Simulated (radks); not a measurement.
Values are calculated unless marked as measured or tabulated.
Au3+, configuration [Xe] 4f14 5d(up 5, down 3). Level of theory: scalar-relativistic Kohn-Sham, PBEsol, spin-polarised, spherical densities, finite nucleus; Fermi nuclear charge, rms radius 5.4371 fm (a radial shooting solver on a logarithmic mesh with Libxc functionals). Some entries of the table are withheld. Estimate them.

orbital,occ.,eigenvalue (eV),r(max) (bohr)
1s down,1,-80749.70,0.01043
1s up,1,-80749.70,0.01043
2s up,1,-14279.17,0.06020
2s down,1,-14279.01,0.06020
2p up,3,-12355.36,0.04982
2p down,3,-12355.23,0.04982
3s up,1,-3398.105,0.1697
3s down,1,-3398.036,0.1697
3p up,3,-2839.809,0.1690
3p down,3,-2839.734,0.1690
3d up,5,-2241.940,0.1376
3d down,5,-2241.821,0.1376
4s up,1,-765.8706,0.3828
4s down,1,-765.7133,0.3828
4p up,3,-582.6926,0.4029
4p down,3,-582.5422,0.4029
4d up,5,-362.4485,0.4104
4d down,5,-362.2726,0.4104
5s up,1,-145.1146,0.8478
5s down,1,-144.0631,0.8464
4f up,7,-117.8938,0.3753
4f down,7,-117.6452,0.3752
5p up,3,-96.2948,(1)
5p down,3,-95.0151,(2)
5d up,5,-41.3152,1.186
5d down,3,-39.8846,1.184

Answer. 
(1) 5p up r(max) (bohr): 0.9512
(2) 5p down r(max) (bohr): 0.9491
